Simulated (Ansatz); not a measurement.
Reaction: BNH2Br2 (SMILES NB(Br)Br) → BNH2Br (SMILES N[B]Br, doublet) + Br (doublet) (the B-Br bond breaks)
Each species at its own B3LYP-D3(BJ)/def2-TZVP minimum (Ansatz, a quantum-chemistry and plane-wave program), one conformer.

Total energies in hartree (Ansatz). Open shells are spin-unrestricted; no spin-orbit coupling. Correlated methods leave the cores frozen (noble-gas shells, and filled d and f shells in the p block). No relativity. Spin-orbit terms, left out, reach several kcal/mol for Br and I, and more for heavier atoms.

```csv
species,HF/cc-pVTZ,CCSD(T)/cc-pVTZ,HF/cc-pVQZ,CCSD(T)/cc-pVQZ,CCSD(T)/cc-pVDZ,CCSDT(Q)/cc-pVDZ
1: BNH2Br2 (SMILES NB(Br)Br),-5225.38354,-5226.07738,-5225.39506,-5226.14560,-5225.73443,-5225.73625
"2: BNH2Br (SMILES N[B]Br, doublet)",-2652.81794,-2653.31078,-2652.82669,-2653.35636,-2653.10014,-2653.10179
3: Br (doublet),-2572.44509,-2572.60263,-2572.44802,-2572.62195,-2572.47590,-2572.47619
```

Problem. Work out the bond dissociation energy (electronic) in kcal/mol: take Hartree-Fock from cc-pVQZ, extrapolate the CCSD(T) correlation energy as X^-3 (X = 3, 4), and add CCSDT(Q) - CCSD(T) in cc-pVDZ. 1 hartree = 627.51 kcal/mol.

Solution. 
Species 1: correlation (64·(-0.75054) - 27·(-0.69384))/37 = -0.79192; step -0.00182; E1 = -5225.39506 + (-0.79192) + (-0.00182) = -5226.18880
Species 2: correlation (64·(-0.52967) - 27·(-0.49284))/37 = -0.55655; step -0.00165; E2 = -2652.82669 + (-0.55655) + (-0.00165) = -2653.38489
Species 3: correlation (64·(-0.17393) - 27·(-0.15754))/37 = -0.18589; step -0.00029; E3 = -2572.44802 + (-0.18589) + (-0.00029) = -2572.63420
-1·E1 +1·E2 +1·E3 = 0.16971 hartree = 106.5 kcal/mol.
